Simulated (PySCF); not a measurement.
One of the candidates below gave these computed data.

All candidates are C3H13NSi2.

| technique | computed result |
| --- | --- |
| UV, strongest line | among the 8 lowest singlet transitions: S5 at 7.44 eV (167 nm, f = 0.042) [TDDFT CAM-B3LYP/def2-SVPD] |
| Polarisability | 99.2 au [CAM-B3LYP/def2-SVPD] |
| Dipole | 1.29 D [CAM-B3LYP/def2-SVPD] |
| Rotational structure | rotational constants A, B, C: 5.845, 0.927, 0.838 GHz [GFN2-xTB] |
| UV, first state | lowest singlet excitation: 5.83 eV (213 nm, f = 0.014) [TDDFT CAM-B3LYP/def2-SVPD] |
| Triplet | lowest triplet excitation (Tamm–Dancoff): 5.67 eV [TDA CAM-B3LYP/def2-SVPD] |
| 13C NMR | chemical shifts (computed TMS as zero) by class: 40.8 (2 C), -9.6 (1 C) ppm [GIAO PBE0/pcSseg-1] |

The electronic properties come from PySCF, for the isolated species, density fitting. Levels stand in brackets. Geometry: GFN2-xTB, one conformer, isolated molecule. Each NMR value is the plain mean over a class of atoms that symmetry, rotation or inversion makes alike.

Question: Which candidate is it?
A. `CN(C)[SiH2]C[SiH3]`
B. `C[Si](C)(N)C[SiH3]`
C. `CCCN([SiH3])[SiH3]`
D. `CC(C)N[SiH2][SiH3]`
E. `CNCC([SiH3])[SiH3]`

Answer: A. It is `CN(C)[SiH2]C[SiH3]`. Numbering: `[CH3:1][N:2]([CH3:3])[SiH2:4][CH2:5][SiH3:6]`. Its formula, C3H13NSi2, gives 0 degrees of unsaturation, so no ring and no π bond. 3 carbons fall into 2 classes; from least to most shielded: N-methyl carbon [C1/C3] (40.8 ppm, 2 C, up to 2.6 ppm apart in this geometry), sp3 carbon bound to silicon [C5] (-9.6 ppm). The optimised geometry has point group C1 and is an asymmetric top.

The others, at the same levels:
- `C[Si](C)(N)C[SiH3]` fails: its computed 13C shifts are 1.5 (2 C), -4.5 (1 C) ppm, lowest singlet excitation is 6.38 eV (194 nm, f = 0.051) (against 5.83 eV) and lowest triplet excitation (Tamm–Dancoff) is 6.07 eV (against 5.67 eV).
- `CC(C)N[SiH2][SiH3]` fails: its computed 13C shifts are 51.8 (1 C), 28.5 (2 C) ppm and rotational constant A is 4.840 GHz (against 5.845 GHz).
- `CNCC([SiH3])[SiH3]` fails: it has 3 carbon classes against 2; its computed 13C shifts are 54.5 (1 C), 38.9 (1 C), 5.5 (1 C) ppm, lowest singlet excitation is 6.16 eV (201 nm, f = 0.006) (against 5.83 eV) and lowest triplet excitation (Tamm–Dancoff) is 5.93 eV (against 5.67 eV).
- `CCCN([SiH3])[SiH3]` fails: it has 3 carbon classes against 2; its computed 13C shifts are 59.8 (1 C), 28.8 (1 C), 12.9 (1 C) ppm, rotational constant A is 2.756 GHz (against 5.845 GHz) and smallest rotational constant is 1.029 GHz (against 0.838 GHz).

Each candidate is one conformer, not necessarily the lowest. Dipoles, sizes and rotational constants follow the conformer. The torsions of the flexible species, by atom-mapped SMILES:
- `[CH3:1][N:2]([CH3:3])[SiH2:4][CH2:5][SiH3:6]`: C1–N2–Si4–C5 41°, N2–Si4–C5–Si6 169°
- `[CH3:1][Si:2]([CH3:3])([NH2:4])[CH2:5][SiH3:6]`: C1–Si2–C5–Si6 -60°, H–N4–Si2–C1 71°, H–N4–Si2–C1 -67°
- `[CH3:1][CH:2]([CH3:3])[NH:4][SiH2:5][SiH3:6]`: C1–C2–N4–Si5 -89°, C2–N4–Si5–Si6 -175°
- `[CH3:1][NH:2][CH2:3][CH:4]([SiH3:5])[SiH3:6]`: C1–N2–C3–C4 -170°, N2–C3–C4–Si5 39°
- `[CH3:1][CH2:2][CH2:3][N:4]([SiH3:5])[SiH3:6]`: C1–C2–C3–N4 180°, C2–C3–N4–Si5 82°
